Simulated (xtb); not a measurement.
HS2 (SMILES [S]S), doublet, geometry from GFN2-xTB; GFN2-xTB (xtb 6.7.1).

The xtb input:
```
$ xtb mol.xyz --gfn 2 --uhf 1 --ohess --json

# file mol.xyz
3

S      0.91067831    -0.45184823    -0.02081956
S     -0.80573747     0.48637639     0.01910795
H     -1.67905351    -0.55245053     0.02738580
```

Predict the main parts of the log of this xtb run.


```
   ID    Z sym.   atoms
    1   16 S      1, 2
    2    1 H      3

           -------------------------------------------------
          |                Calculation Setup                |
           -------------------------------------------------

           -------------------------------------------------
          |                 G F N 2 - x T B                 |
           -------------------------------------------------

          ...................................................
          :                      SETUP                      :
          :.................................................:
          :  # basis functions                  21          :
          :  # atomic orbitals                  19          :
          :  # shells                            7          :
          :  # electrons                        13          :
          :  max. iterations                   250          :
          :  Hamiltonian                  GFN2-xTB          :
          :  restarted?                      false          :
          :  GBSA solvation                  false          :
          :  PC potential                    false          :
          :  electronic temp.          300.0000000     K    :
          :  accuracy                    1.0000000          :
          :  -> integral cutoff          0.2500000E+02      :
          :  -> integral neglect         0.1000000E-07      :
          :  -> SCF convergence          0.1000000E-05 Eh   :
          :  -> wf. convergence          0.1000000E-03 e    :
          :  Broyden damping             0.4000000          :
          :  net charge                          0          :
          :  unpaired electrons                  1          :
          ...................................................

 iter      E             dE          RMSdq      gap      omega  full diag
   1     -6.9982802 -0.699828E+01  0.716E+00    3.63       0.0  T
   2     -7.0027306 -0.445035E-02  0.361E+00    3.49       1.0  T
   3     -7.0032337 -0.503098E-03  0.774E-01    3.48       1.0  T
   4     -7.0034199 -0.186220E-03  0.333E-01    3.47       1.0  T
   5     -7.0034232 -0.332185E-05  0.735E-02    3.48       1.0  T
   6     -7.0034236 -0.406247E-06  0.312E-02    3.48       1.8  T
   7     -7.0034237 -0.951758E-07  0.149E-02    3.48       3.9  T
   8     -7.0034237 -0.278890E-07  0.383E-03    3.48      15.1  T
   9     -7.0034237 -0.130122E-08  0.136E-03    3.48      42.4  T
  10     -7.0034237 -0.174679E-09  0.570E-04    3.48     101.3  T
  11     -7.0034237 -0.151674E-10  0.202E-04    3.48     286.4  T

   *** convergence criteria satisfied after 11 iterations ***

         :::::::::::::::::::::::::::::::::::::::::::::::::::::
         ::                     SUMMARY                     ::
         :::::::::::::::::::::::::::::::::::::::::::::::::::::
         :: total energy              -6.984923251883 Eh    ::
         :: gradient norm              0.000109583932 Eh/a0 ::
         :: HOMO-LUMO gap              3.479940736878 eV    ::
         ::.................................................::
         :: SCC energy                -7.003423723686 Eh    ::
         :: -> isotropic ES            0.004344069287 Eh    ::
         :: -> anisotropic ES          0.001158548681 Eh    ::
         :: -> anisotropic XC          0.003973135992 Eh    ::
         :: -> dispersion             -0.001261515808 Eh    ::
         :: repulsion energy           0.018500471803 Eh    ::
         :: add. restraining           0.000000000000 Eh    ::
         :: total charge               0.000000000000 e     ::
         :::::::::::::::::::::::::::::::::::::::::::::::::::::

      -----------------------------------------------------------
     |                   =====================                   |
     |                        A N C O P T                        |
     |                   =====================                   |
[...]
 * total energy  :    -6.9849233 Eh     change       -0.2049916E-11 Eh
   *** GEOMETRY OPTIMIZATION CONVERGED AFTER 1 ITERATIONS ***
         :: total energy              -6.984923251885 Eh    ::
[...]
           -------------------------------------------------
 projected vibrational frequencies (cm⁻¹)
eigval :       -0.00    -0.00    -0.00    -0.00     0.00     0.00
eigval :      597.74   815.27  2197.28
 reduced masses (amu)
   1:  1.01   2: 31.57   3: 31.43   4: 32.06   5: 30.89   6: 31.84   7: 31.94   8:  2.65
   9:  2.00
 IR intensities (km·mol⁻¹)
   1: 39.78   2:  0.38   3:  0.21   4:  0.74   5:  2.49   6:  0.05   7:  2.27   8:  5.38
   9:137.15
 Raman intensities (Ä⁴*amu⁻¹)
   1:  0.00   2:  0.00   3:  0.00   4:  0.00   5:  0.00   6:  0.00   7:  0.00   8:  0.00
   9:  0.00
 output can be read by thermo (or use thermo option).
 writing <g98.out> molden fake output.
 recommended (thermochemical) frequency scaling factor: 1.0
           -------------------------------------------------
          |             Thermodynamic Functions             |
           -------------------------------------------------

cs  symmetry found (for desy threshold:  0.10E+00) used in thermo

          ...................................................
          :                      SETUP                      :
          :.................................................:
          :  # frequencies                           3      :
          :  # imaginary freq.                       0      :
          :  linear?                             false      :
          :  only rotor calc.                    false      :
          :  symmetry                               cs      :
          :  rotational number                       1      :
          :  scaling factor                  1.0000000      :
          :  rotor cutoff                   50.0000000 cm⁻¹ :
          :  imag. cutoff                  -20.0000000 cm⁻¹ :
          :.................................................:

    mode    ω/cm⁻¹     T·S(HO)/kcal·mol⁻¹    T·S(FR)/kcal·mol⁻¹   T·S(vib)
   ------------------------------------------------------------------------
   ------------------------------------------------------------------------

   temp. (K)  partition function   enthalpy   heat capacity  entropy
                                   cal/mol     cal/K/mol   cal/K/mol   J/K/mol
 298.15  VIB   1.08                  147.821      1.668      0.649
         ROT  0.638E+04              888.752      2.981     20.391
         INT  0.689E+04             1036.574      4.649     21.040
         TR   0.509E+27             1481.254      4.968     38.423
         TOT                        2517.8277     9.6171    59.4627   248.7921

       T/K    H(0)-H(T)+PV         H(T)/Eh          T*S/Eh         G(T)/Eh
   ------------------------------------------------------------------------
    298.15    0.401241E-02    0.122373E-01    0.282527E-01   -0.160154E-01
   ------------------------------------------------------------------------

         :::::::::::::::::::::::::::::::::::::::::::::::::::::
         ::                  THERMODYNAMIC                  ::
         :::::::::::::::::::::::::::::::::::::::::::::::::::::
         :: total free energy          -7.000938638049 Eh   ::
         ::.................................................::
         :: total energy               -6.984923251885 Eh   ::
         :: zero point energy           0.008224863341 Eh   ::
         :: G(RRHO) w/o ZPVE           -0.024240249505 Eh   ::
         :: G(RRHO) contrib.           -0.016015386164 Eh   ::
         :::::::::::::::::::::::::::::::::::::::::::::::::::::

optimized geometry written to: xtbopt.xyz

           -------------------------------------------------
          | TOTAL ENERGY               -6.984923251885 Eh   |
          | TOTAL ENTHALPY             -6.972685974670 Eh   |
          | TOTAL FREE ENERGY          -7.000938638049 Eh   |
          | GRADIENT NORM               0.000109287441 Eh/α |
          | HOMO-LUMO GAP               3.479945292747 eV   |
           -------------------------------------------------

normal termination of xtb
```
